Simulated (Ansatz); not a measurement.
`C[SiH](C)N(C(C)(C)C)[Si](C)(C)C`. The species carries charge 0 and has multiplicity 1. The structure was optimised at the PBE0-D4/def2-TZVP level. It is one conformer, not always the lowest.

```xyz
37

C    -2.423   -1.071   -1.398
Si   -0.694   -1.451   -0.776
C    -0.665   -3.135    0.046
N     0.067   -0.155    0.109
C    -0.518    0.370    1.367
C     0.570    0.664    2.400
C    -1.442   -0.663    2.011
C    -1.335    1.631    1.085
Si    1.291    0.684   -0.842
C     2.715   -0.475   -1.223
C     2.093    2.178   -0.029
C     0.543    1.342   -2.436
H    -2.432   -0.122   -1.941
H    -2.736   -1.856   -2.093
H    -3.176   -1.013   -0.609
H     0.151   -1.583   -1.996
H    -0.807   -3.899   -0.724
H    -1.447   -3.268    0.795
H     0.302   -3.318    0.521
H     1.202   -0.216    2.537
H     0.114    0.911    3.362
H     1.201    1.501    2.112
H    -2.264   -0.954    1.354
H    -1.888   -0.237    2.912
H    -0.889   -1.558    2.300
H    -1.756    2.042    2.007
H    -0.719    2.405    0.624
H    -2.158    1.407    0.402
H     2.413   -1.345   -1.808
H     3.489    0.056   -1.784
H     3.164   -0.834   -0.292
H     2.694    2.654   -0.811
H     1.396    2.930    0.343
H     2.775    1.906    0.779
H     1.308    1.842   -3.038
H    -0.237    2.077   -2.214
H     0.099    0.556   -3.049
```

(1) What is the dipole moment at r2SCAN/def2-TZVPP? (Best estimate.)

(2) And with PBE, B3LYP, ωB97M-V? (Estimate.)

(3) Give the Mulliken charges with r2SCAN, PBE, B3LYP in def2-TZVPP. (Estimate.)

Answers

(1) Ansatz gave: 1.08 D, with components (-0.59, 0.20, 0.89) D in this frame, pointing from negative to positive charge.

(2) Computed: PBE 1.03 D, B3LYP 1.09 D, ωB97M-V 1.13 D.

(3) The calculation gave: 
```
atom  r2SCAN    PBE  B3LYP
  C1   -0.30  -0.37  -0.40
 Si2    0.34   0.25   0.39
  C3   -0.30  -0.37  -0.40
  N4   -0.28  -0.13  -0.26
  C5    0.36   0.25   0.30
  C6   -0.22  -0.27  -0.30
  C7   -0.24  -0.30  -0.33
  C8   -0.23  -0.28  -0.30
 Si9    0.44   0.33   0.50
 C10   -0.31  -0.36  -0.39
 C11   -0.34  -0.39  -0.43
 C12   -0.29  -0.34  -0.38
 H13    0.07   0.10   0.10
 H14    0.07   0.10   0.09
 H15    0.06   0.09   0.09
 H16   -0.10  -0.08  -0.11
 H17    0.07   0.10   0.10
 H18    0.07   0.09   0.09
 H19    0.07   0.10   0.10
 H20    0.05   0.08   0.08
 H21    0.04   0.07   0.07
 H22    0.05   0.08   0.08
 H23    0.05   0.08   0.08
 H24    0.04   0.07   0.08
 H25    0.07   0.09   0.10
 H26    0.04   0.07   0.08
 H27    0.05   0.07   0.07
 H28    0.05   0.08   0.09
 H29    0.08   0.09   0.10
 H30    0.06   0.09   0.08
 H31    0.06   0.09   0.08
 H32    0.07   0.10   0.10
 H33    0.07   0.09   0.09
 H34    0.07   0.10   0.10
 H35    0.06   0.09   0.09
 H36    0.06   0.09   0.09
 H37    0.07   0.09   0.10
```

B3LYP here is the variant with VWN-RPA as its local correlation; programs differ in this.
